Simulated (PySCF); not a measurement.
Method: PBE-D3(BJ)/def2-TZVP // PBE0-D3(BJ)/def2-TZVP (PySCF). Isolated molecules, 0 K electronic values unless said otherwise. 

Reference species (SMILES): `[SiH3][Si][SiH3]` (lower singlet) (neutral, multiplicity 1).

```json
{
 "dipole_moment": "0.09 D"
}
```

Changed species: `N#C[Si][SiH3]` (lower singlet) (X = cyano, multiplicity 1; the reference has X = silyl, multiplicity 1).

Problem. Give the shifts of the dipole moment.

Solution. the dipole moment goes up by 2.94 D, to 3.03 D.
